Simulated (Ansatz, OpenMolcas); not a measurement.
**How basis sets differ on CH5GaO2 (SMILES [CH3][Ga]([OH])[OH])**

CH5GaO2: 9 atoms, total charge 0, spin state singlet. SMILES: `[CH3][Ga]([OH])[OH]`. Geometry: relaxed at PBE0-D4/def2-TZVP. This is one conformer, not always the lowest.

| atom | x (Å) | y (Å) | z (Å) |
| --- | --- | --- | --- |
| C | 0.1395 | 0.7406 | -1.3856 |
| Ga | -0.0223 | -0.1804 | 0.3149 |
| O | 0.2379 | -1.9475 | 0.4432 |
| O | -0.4357 | 0.7068 | 1.8148 |
| H | 0.2598 | 0.0245 | -2.1979 |
| H | 1.0053 | 1.4049 | -1.3681 |
| H | -0.7466 | 1.3499 | -1.5688 |
| H | 0.1412 | -2.3145 | 1.3236 |
| H | -0.4907 | 0.1696 | 2.6070 |

Quantity: the HOMO–LUMO gap, in eV. The values are calculated.

```csv
level,kind,program,value (eV),CPU time
HF/ANO-R0 (sfX2C),Hartree–Fock,OpenMolcas,14.30,8.3 s
HF/ANO-S-MB,Hartree–Fock,OpenMolcas,14.79,2.3 s
HF/STO-3G,Hartree–Fock,OpenMolcas,13.64,3.5 s
HF/3-21G,Hartree–Fock,Ansatz,14.75,1.4 s
HF/cc-pVDZ,Hartree–Fock,OpenMolcas,14.96,16 s
HF/def2-SVP,Hartree–Fock,Ansatz,15.02,5.6 s
HF/def2-TZVP,Hartree–Fock,Ansatz,14.66,21 s
```

All-electron rows without a relativistic Hamiltonian named are non-relativistic. The values span 13.64 to 15.02 eV. A Hartree–Fock LUMO above zero doesn't converge with the basis: it sinks as sets grow more diffuse. Orbital gaps aren't excitation energies. Times are those of the runs behind each value, whatever else they computed, on shared processors of several kinds: orders of magnitude only.
